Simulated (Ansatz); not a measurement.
One change: `NC([SiH3])S` becomes `CNC(N)[SiH3]`.

Ansatz, PBE0-D4/def2-TZVP geometries, multiplicity 1. Each molecule was computed in one conformer, which needn't be the lowest.

| property | `NC([SiH3])S` |
| --- | --- |
| HOMO energy (PBE/def2-TZVPP) / eV | -5.55 |
| HOMO–LUMO gap (B3LYP/def2-TZVPP) / eV | 6.42 |
| LUMO energy (B3LYP/def2-TZVPP) / eV | -0.17 |
| size of the dipole moment (PBE/def2-TZVPP) / D | 1.57 |
| HOMO energy (ωB97M-V/def2-TZVPP) / eV | -9.04 |
| size of the dipole moment (B3LYP/def2-TZVPP) / D | 1.58 |

What does the change do to each property? (Estimate.)

The calculation gave: 
```tsv
property	`CNC(N)[SiH3]`	shift
HOMO energy (PBE/def2-TZVPP) / eV	-5.04	0.51
HOMO–LUMO gap (B3LYP/def2-TZVPP) / eV	6.50	0.08
LUMO energy (B3LYP/def2-TZVPP) / eV	0.34	0.51
size of the dipole moment (PBE/def2-TZVPP) / D	1.40	-0.17
HOMO energy (ωB97M-V/def2-TZVPP) / eV	-8.65	0.39
size of the dipole moment (B3LYP/def2-TZVPP) / D	1.35	-0.23
```

With PBE0 the HOMO rises by 0.46 eV and the LUMO rises by 0.53 eV, so the gap widens by about 0.07 eV. PBE moves the HOMO by 0.51 eV and ωB97M-V by 0.39 eV. Dipoles are sizes alone; their direction can turn.

B3LYP here is the variant with VWN-RPA as its local correlation; programs differ in this.
